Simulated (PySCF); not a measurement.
Ge(H)(Cl)2(Me) (CH4Cl2Ge), SMILES [CH3][GeH]([Cl])[Cl]. Heavy atoms are numbered as in [GeH:1]([CH3:2])([Cl:3])[Cl:4]. Hydrogens are named by the atom that carries them.

Coordinates come from a PBE0-D3(BJ)/def2-SVP optimisation.

Calculation: PySCF with PBE0/pcSseg-1.

GIAO shieldings, no solvent; atoms alike by connectivity are averaged. δ = σ(ref) − σ: ⁷³Ge against GeH4 (σ = 1658.3 ppm); ¹³C against TMS (σ = 186.3 ppm); ³⁵Cl against HCl (σ = 945.9 ppm); ¹H against TMS (σ = 31.56 ppm), references at their B3LYP-D3(BJ)/def2-TZVP geometries, non-relativistic (without spin–orbit terms, shifts of atoms bonded to Cl or Br come out too high).

```
nucleus      atoms  count  δ (ppm)
-------  ---------  -----  -------
⁷³Ge     Ge1 (GeH)      1    453.1
¹³C       C2 (CH3)      1     12.4
³⁵Cl           Cl3      2     62.1
¹H        H on Ge1      1     6.54
¹H         H on C2      3     1.29
```
